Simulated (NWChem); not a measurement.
# Atomisation of CHF

```xyz
3

C      0.5606    -0.4527     0.0000
F     -0.5266     0.2642     0.0000
H      1.3753     0.3381     0.0000
```
Charge 0, spin multiplicity 1.

The numbers come from NWChem runs, not from measurements. Structure: optimised with B3LYP/def2-SVP, a minimum by its harmonic frequencies.

Basis set: def2-TZVP. The atomisation energy is electronic alone: no zero-point, thermal, spin-orbit or counterpoise terms. No value is extrapolated to the basis-set limit. Free atoms are single determinants with multiplicities C 3, F 2, H 2.

B3LYP has NWChem's definition, with VWN1-RPA local correlation. The structure started from a generated list of species. The stability of the SCF solutions was not checked. Open-shell Hartree-Fock references start from PBE0 orbitals.

### Question
One of these methods gave an atomisation energy of 134.2 kcal/mol. Which?
A) LDA (SVWN5)
B) HF
C) BHandHLYP
D) PBE

### Answer
B, HF. The others give 255.1 (LDA (SVWN5)), 197.4 (BHandHLYP), 221.7 (PBE).
